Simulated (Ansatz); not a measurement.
Born–Oppenheimer molecular dynamics of BCl$_{2}$H$_{4}$NS (9 atoms, charge 0, multiplicity 1). It starts at the highest image of a converged band, a first-order saddle point between two minima.

Computed with RKS PBE0-D4/def2-SVP in Ansatz.

| Item | Value |
| --- | --- |
| ensemble | NVE (velocity Verlet) |
| time step | 0.5 fs |
| steps asked | 200 |
| starting velocities drawn for | 100 K |
| seed | 10374 |

Frames 0.5 fs apart, positions in Å, forces in eV/Å.

Velocities at 90 fs (Å/ps):

```
B 2.95 -10.13 -5.24
N -2.01 6.27 2.30
H -20.62 -15.23 -22.19
H 14.35 -10.48 -31.92
Cl 2.82 1.53 -0.05
Cl -3.46 0.20 -0.69
S 0.36 -1.06 1.87
H -1.79 -14.66 3.07
H 15.21 34.77 42.15
```

```xyz
9
Properties=species:S:1:pos:R:3:forces:R:3 time_fs=90 energy_less_start_eV=-0.384 T=522
B -0.202 0.575 0.190 0.95 -1.36 0.34
N -0.032 -0.261 1.852 0.83 1.97 1.25
H -0.785 -0.883 1.694 -1.24 -1.11 0.57
H 0.799 -0.721 1.526 0.85 -0.63 0.24
Cl 1.516 0.222 -0.439 -0.28 -0.09 -0.03
Cl -1.515 -0.499 -0.522 0.15 -0.01 0.10
S -0.489 2.321 0.178 -0.26 1.43 0.22
H -1.804 2.152 0.368 -0.38 0.27 0.05
H 0.113 0.062 2.889 -0.64 -0.47 -2.74
9
Properties=species:S:1:pos:R:3:forces:R:3 time_fs=90.5 energy_less_start_eV=-0.339 T=473
B -0.201 0.570 0.187 0.92 -1.17 0.41
N -0.033 -0.258 1.853 0.87 1.25 1.18
H -0.797 -0.892 1.683 -0.59 -0.55 0.78
H 0.807 -0.727 1.510 0.25 -0.27 0.57
Cl 1.517 0.223 -0.439 -0.26 -0.12 -0.05
Cl -1.517 -0.499 -0.523 0.15 -0.04 0.08
S -0.489 2.320 0.179 -0.32 1.31 0.22
H -1.805 2.145 0.369 -0.31 0.29 0.04
H 0.120 0.079 2.907 -0.71 -0.71 -3.22
9
Properties=species:S:1:pos:R:3:forces:R:3 time_fs=91 energy_less_start_eV=-0.286 T=415
B -0.199 0.565 0.185 0.88 -0.97 0.48
N -0.034 -0.254 1.855 0.84 0.49 0.90
H -0.810 -0.902 1.675 0.05 0.01 0.97
H 0.816 -0.733 1.496 -0.31 0.07 0.87
Cl 1.519 0.224 -0.439 -0.23 -0.15 -0.07
Cl -1.519 -0.499 -0.523 0.15 -0.07 0.07
S -0.489 2.320 0.180 -0.39 1.19 0.22
H -1.807 2.139 0.371 -0.23 0.31 0.03
H 0.125 0.094 2.917 -0.76 -0.88 -3.48
9
Properties=species:S:1:pos:R:3:forces:R:3 time_fs=91.5 energy_less_start_eV=-0.238 T=363
B -0.197 0.559 0.182 0.83 -0.78 0.55
N -0.034 -0.251 1.856 0.76 -0.22 0.51
H -0.823 -0.913 1.669 0.61 0.49 1.13
H 0.824 -0.740 1.484 -0.76 0.35 1.13
Cl 1.520 0.224 -0.439 -0.21 -0.18 -0.09
Cl -1.521 -0.499 -0.523 0.16 -0.10 0.05
S -0.488 2.320 0.181 -0.47 1.06 0.22
H -1.810 2.133 0.373 -0.13 0.33 0.02
H 0.128 0.107 2.919 -0.78 -0.96 -3.53
9
Properties=species:S:1:pos:R:3:forces:R:3 time_fs=92 energy_less_start_eV=-0.210 T=333
B -0.195 0.553 0.180 0.77 -0.58 0.62
N -0.035 -0.247 1.858 0.65 -0.83 0.04
H -0.835 -0.922 1.665 1.04 0.89 1.26
H 0.830 -0.746 1.474 -1.10 0.57 1.33
Cl 1.521 0.225 -0.439 -0.18 -0.21 -0.11
Cl -1.522 -0.498 -0.524 0.16 -0.13 0.04
S -0.488 2.319 0.182 -0.55 0.93 0.22
H -1.813 2.128 0.375 -0.04 0.35 0.01
H 0.130 0.118 2.912 -0.76 -0.98 -3.41
9
Properties=species:S:1:pos:R:3:forces:R:3 time_fs=92.5 energy_less_start_eV=-0.213 T=336
B -0.192 0.547 0.178 0.71 -0.39 0.68
N -0.035 -0.244 1.859 0.52 -1.35 -0.51
H -0.844 -0.929 1.664 1.35 1.18 1.33
H 0.834 -0.750 1.468 -1.31 0.71 1.46
Cl 1.523 0.226 -0.439 -0.16 -0.23 -0.12
Cl -1.524 -0.498 -0.524 0.17 -0.16 0.03
S -0.488 2.319 0.183 -0.62 0.80 0.23
H -1.816 2.124 0.376 0.06 0.36 0.00
H 0.130 0.126 2.897 -0.72 -0.92 -3.10
9
Properties=species:S:1:pos:R:3:forces:R:3 time_fs=93 energy_less_start_eV=-0.249 T=376
B -0.190 0.541 0.176 0.64 -0.21 0.73
N -0.035 -0.240 1.861 0.37 -1.79 -1.17
H -0.850 -0.933 1.667 1.54 1.36 1.37
H 0.834 -0.752 1.465 -1.41 0.80 1.54
Cl 1.524 0.226 -0.439 -0.14 -0.26 -0.14
Cl -1.526 -0.498 -0.524 0.18 -0.18 0.03
S -0.488 2.319 0.184 -0.69 0.67 0.23
H -1.819 2.121 0.378 0.15 0.37 -0.02
H 0.127 0.132 2.875 -0.64 -0.76 -2.57
9
Properties=species:S:1:pos:R:3:forces:R:3 time_fs=93.5 energy_less_start_eV=-0.310 T=442
B -0.187 0.535 0.174 0.57 -0.03 0.76
N -0.036 -0.238 1.863 0.18 -2.18 -1.98
H -0.852 -0.934 1.673 1.61 1.45 1.36
H 0.831 -0.753 1.466 -1.39 0.81 1.55
Cl 1.525 0.227 -0.439 -0.12 -0.29 -0.15
Cl -1.527 -0.498 -0.524 0.19 -0.20 0.02
S -0.488 2.319 0.185 -0.74 0.54 0.24
H -1.821 2.119 0.380 0.22 0.38 -0.03
H 0.124 0.137 2.846 -0.52 -0.49 -1.78
9
Properties=species:S:1:pos:R:3:forces:R:3 time_fs=94 energy_less_start_eV=-0.378 T=515
B -0.184 0.529 0.173 0.49 0.13 0.78
N -0.036 -0.235 1.864 -0.05 -2.54 -2.97
H -0.851 -0.931 1.682 1.56 1.44 1.32
H 0.825 -0.752 1.470 -1.26 0.76 1.50
Cl 1.527 0.228 -0.439 -0.10 -0.31 -0.16
Cl -1.529 -0.498 -0.525 0.20 -0.22 0.02
S -0.489 2.319 0.186 -0.76 0.42 0.24
H -1.823 2.118 0.382 0.27 0.38 -0.03
H 0.119 0.140 2.814 -0.35 -0.07 -0.70
9
Properties=species:S:1:pos:R:3:forces:R:3 time_fs=94.5 energy_less_start_eV=-0.428 T=569
B -0.181 0.522 0.171 0.41 0.29 0.79
N -0.036 -0.233 1.864 -0.32 -2.87 -4.13
H -0.845 -0.925 1.695 1.38 1.33 1.24
H 0.816 -0.749 1.478 -1.01 0.63 1.39
Cl 1.528 0.228 -0.439 -0.08 -0.33 -0.16
Cl -1.530 -0.498 -0.525 0.22 -0.23 0.01
S -0.489 2.319 0.187 -0.77 0.31 0.25
H -1.825 2.117 0.384 0.31 0.38 -0.04
H 0.113 0.143 2.779 -0.13 0.50 0.65
9
Properties=species:S:1:pos:R:3:forces:R:3 time_fs=95 energy_less_start_eV=-0.448 T=591
B -0.178 0.516 0.170 0.33 0.43 0.80
N -0.036 -0.231 1.864 -0.61 -3.10 -5.31
H -0.837 -0.916 1.710 1.06 1.09 1.13
H 0.804 -0.744 1.490 -0.63 0.41 1.21
Cl 1.529 0.229 -0.439 -0.07 -0.35 -0.17
Cl -1.532 -0.498 -0.525 0.24 -0.24 0.01
S -0.489 2.319 0.188 -0.75 0.20 0.25
H -1.825 2.118 0.385 0.32 0.38 -0.04
H 0.107 0.147 2.747 0.11 1.17 2.12
9
Properties=species:S:1:pos:R:3:forces:R:3 time_fs=95.5 energy_less_start_eV=-0.442 T=587
B -0.175 0.510 0.169 0.25 0.56 0.79
N -0.037 -0.230 1.863 -0.85 -3.08 -6.21
H -0.825 -0.904 1.728 0.60 0.72 0.99
H 0.791 -0.738 1.504 -0.12 0.11 0.96
Cl 1.531 0.230 -0.439 -0.05 -0.37 -0.17
Cl -1.534 -0.498 -0.526 0.25 -0.25 0.01
S -0.489 2.319 0.189 -0.71 0.10 0.25
H -1.825 2.119 0.387 0.31 0.37 -0.04
H 0.102 0.154 2.719 0.32 1.84 3.41
```

Of the whole run (100 fs, mean temperature of the second half 623 K): The conserved energy stayed within 0.86 meV per atom of its start (net change -0.4 meV per atom), so the integration is sound. The kinetic energy rose, since the run started high on the potential surface and went downhill. A run of 0.1 ps of so small a system gives no equilibrium averages. The orbitals stay closed-shell, which can raise the energy where a bond breaks towards radicals; this wasn't checked here.

The run took 9 min on 2 threads of Arm Neoverse V2 (shared host), peak memory 0.23 GiB.
